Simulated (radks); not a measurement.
Ionisation ladder of vanadium, from V13+ to V19+. Each ion is in the ground configuration listed by NIST, and IE = E(next ion) - E(this ion). All-electron calculation, scalar-relativistic Kohn-Sham, SCAN, spin-unpolarised, spherical densities, finite nucleus; meta-GGA in the generalised Kohn-Sham scheme; Fermi nuclear charge, rms radius 3.6002 fm. Program: a radial shooting solver on a logarithmic mesh with Libxc functionals.

| species | configuration | IE, Delta-SCF (eV) | -e(HOMO) (eV) | HOMO |
|---|---|---|---|---|
| V13+ | [Ne] | ? | 863.86 | 2p |
| V14+ | [He] 2s2 2p5 | 988.64 | 946.46 | 2p |
| V15+ | [He] 2s2 2p4 | 1074.7 | 1031.4 | 2p |
| V16+ | [He] 2s2 2p3 | ? | 1118.6 | 2p |
| V17+ | [He] 2s2 2p2 | 1252.6 | 1207.6 | 2p |
| V18+ | [He] 2s2 2p1 | 1343.8 | 1298.1 | 2p |
| V19+ | [He] 2s2 | ? | 1452.1 | 2s |

Estimate the withheld Delta-SCF values.

Answer. V13+: 904.84 eV (NIST 896.0); V16+: 1162.9 eV (NIST 1165); V19+: 1490.4 eV (NIST 1486.7).

Beside tabulated values, note that spin-unpolarised runs miss the spin-polarisation part of the exchange energy of open shells.
